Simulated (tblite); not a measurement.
Compound: C5H6N3P.
Bonds: C1–C2, C2–N3, N3–N4 (aromatic), N4–C5 (aromatic), C5–P6 (aromatic), P6–C7 (aromatic), C7–C8, C8–N9 (triple), N3–C7 (aromatic). Hydrogens: H10, H11, H12 on C1; H13, H14 on C2; H15 on C5.

Computed with GFN2-xTB (tblite), gas phase: L-BFGS steps from a force-field or distance-geometry start until the largest atomic force falls under 0.01 eV/Å.

Step 17: E = -680.3039 eV
```
atom  x, y, z in Å  |  force x, y, z in eV/Å
C1     -1.5182   -1.1652   -0.5113   -0.038  -0.007  -0.046
C2     -0.8360   -0.5167    0.6853    0.005   0.018   0.030
N3      0.4492    0.0282    0.3286    0.049  -0.008   0.042
N4      1.5097   -0.7292    0.4386    0.041  -0.004   0.007
C5      2.5917   -0.0916    0.0753    0.014   0.056  -0.018
P6      2.3587    1.5715   -0.4529    0.054  -0.070  -0.014
C7      0.6671    1.2870   -0.1322    0.037  -0.011   0.005
C8     -0.3713    2.2056   -0.2927    0.000  -0.014   0.004
N9     -1.2073    2.9814   -0.4314   -0.013  -0.028   0.004
H10    -0.8976   -1.9583   -0.9178    0.034  -0.040   0.003
H11    -1.7061   -0.4345   -1.2921   -0.007   0.077  -0.041
H12    -2.4674   -1.5856   -0.1979   -0.055  -0.045  -0.005
H13    -0.6590   -1.2637    1.4611    0.014  -0.021   0.031
H14    -1.4533    0.2881    1.0876   -0.065   0.046   0.017
H15     3.5354   -0.6088    0.1298   -0.071   0.049  -0.018
```

Step 18: E = -680.3052 eV
```
atom  x, y, z in Å  |  force x, y, z in eV/Å
C1     -1.5138   -1.1607   -0.5120   -0.046   0.004  -0.042
C2     -0.8369   -0.5120    0.6878    0.013   0.006   0.032
N3      0.4504    0.0291    0.3308    0.031   0.005   0.049
N4      1.5096   -0.7297    0.4417    0.012   0.010   0.005
C5      2.5904   -0.0942    0.0725    0.032   0.048  -0.001
P6      2.3610    1.5671   -0.4611    0.027  -0.073  -0.015
C7      0.6696    1.2855   -0.1368    0.022  -0.010   0.012
C8     -0.3735    2.1997   -0.2942   -0.013  -0.008   0.013
N9     -1.2211    2.9647   -0.4231    0.008  -0.028  -0.005
H10    -0.8902   -1.9519   -0.9186    0.031  -0.026   0.011
H11    -1.7001   -0.4271   -1.2900   -0.008   0.076  -0.060
H12    -2.4637   -1.5838   -0.2053   -0.060  -0.047   0.007
H13    -0.6638   -1.2590    1.4642    0.026  -0.025   0.035
H14    -1.4536    0.2939    1.0910   -0.051   0.030  -0.013
H15     3.5313   -0.6135    0.1314   -0.024   0.038  -0.028
```

Step 19: E = -680.3061 eV
```
atom  x, y, z in Å  |  force x, y, z in eV/Å
C1     -1.5117   -1.1577   -0.5131   -0.036   0.015  -0.024
C2     -0.8375   -0.5088    0.6899    0.005  -0.007   0.019
N3      0.4516    0.0298    0.3332    0.003   0.014   0.046
N4      1.5100   -0.7299    0.4439   -0.010   0.017   0.011
C5      2.5898   -0.0952    0.0706    0.030   0.019   0.015
P6      2.3633    1.5631   -0.4671   -0.003  -0.040  -0.023
C7      0.6717    1.2845   -0.1396    0.007  -0.007   0.018
C8     -0.3748    2.1955   -0.2950   -0.002  -0.018   0.020
N9     -1.2300    2.9530   -0.4177    0.011  -0.018  -0.013
H10    -0.8849   -1.9481   -0.9189    0.012   0.003   0.018
H11    -1.6963   -0.4209   -1.2896   -0.006   0.048  -0.049
H12    -2.4624   -1.5835   -0.2104   -0.040  -0.032   0.004
H13    -0.6666   -1.2563    1.4668    0.027  -0.016   0.024
H14    -1.4548    0.2981    1.0931   -0.026   0.004  -0.035
H15     3.5282   -0.6157    0.1319    0.029   0.018  -0.033
```

Step 20: E = -680.3066 eV
```
atom  x, y, z in Å  |  force x, y, z in eV/Å
C1     -1.5117   -1.1562   -0.5142   -0.019   0.019  -0.005
C2     -0.8378   -0.5076    0.6912   -0.007  -0.014   0.004
N3      0.4523    0.0303    0.3353   -0.012   0.013   0.037
N4      1.5104   -0.7296    0.4451   -0.012   0.013   0.021
C5      2.5900   -0.0952    0.0701    0.016  -0.008   0.022
P6      2.3645    1.5608   -0.4701   -0.019  -0.006  -0.030
C7      0.6728    1.2839   -0.1404   -0.001  -0.003   0.020
C8     -0.3754    2.1935   -0.2949    0.010  -0.024   0.021
N9     -1.2335    2.9477   -0.4158    0.004  -0.008  -0.016
H10    -0.8825   -1.9466   -0.9186   -0.007   0.025   0.019
H11    -1.6949   -0.4172   -1.2903   -0.003   0.016  -0.024
H12    -2.4628   -1.5842   -0.2125   -0.013  -0.011  -0.006
H13    -0.6672   -1.2555    1.4685    0.019  -0.004   0.009
H14    -1.4561    0.3000    1.0934   -0.008  -0.013  -0.040
H15     3.5274   -0.6161    0.1313    0.054   0.005  -0.032
```

Question: Estimate the geometry and energy of step 21. (The exact step hangs on the optimiser's Hessian estimate; all steps are aligned on step 20, rigid shifts and turns removed.)

Answer: E = -680.3070 eV, largest force 0.061 eV/Å
```
atom  x, y, z in Å  |  force x, y, z in eV/Å
C1     -1.5122   -1.1550   -0.5151   -0.003   0.018   0.009
C2     -0.8382   -0.5071    0.6921   -0.014  -0.013  -0.008
N3      0.4527    0.0309    0.3375   -0.013   0.005   0.025
N4      1.5105   -0.7293    0.4463   -0.001   0.004   0.030
C5      2.5904   -0.0952    0.0703    0.001  -0.024   0.020
P6      2.3650    1.5590   -0.4726   -0.024   0.014  -0.031
C7      0.6734    1.2835   -0.1404   -0.006   0.000   0.020
C8     -0.3756    2.1918   -0.2944    0.006  -0.014   0.016
N9     -1.2354    2.9444   -0.4150    0.006  -0.008  -0.015
H10    -0.8812   -1.9452   -0.9180   -0.020   0.037   0.014
H11    -1.6942   -0.4145   -1.2915   -0.002  -0.011   0.002
H12    -2.4634   -1.5849   -0.2138    0.009   0.008  -0.016
H13    -0.6671   -1.2553    1.4697    0.007   0.006  -0.004
H14    -1.4571    0.3010    1.0927    0.000  -0.022  -0.034
H15     3.5278   -0.6161    0.1303    0.054   0.000  -0.029
```

The energy changes by -0.0004 eV. The first-order estimate −F·Δx gives -0.0005 eV and the mean of the old and new forces, exact on a quadratic surface, -0.0004 eV. The step makes an angle of 59° with the force vector and moves no atom by more than 0.004 Å.

What follows is the cost of the whole relaxation. On AMD EPYC 9R14, one thread, no GPU (shared host), this took 0.37 s wall.
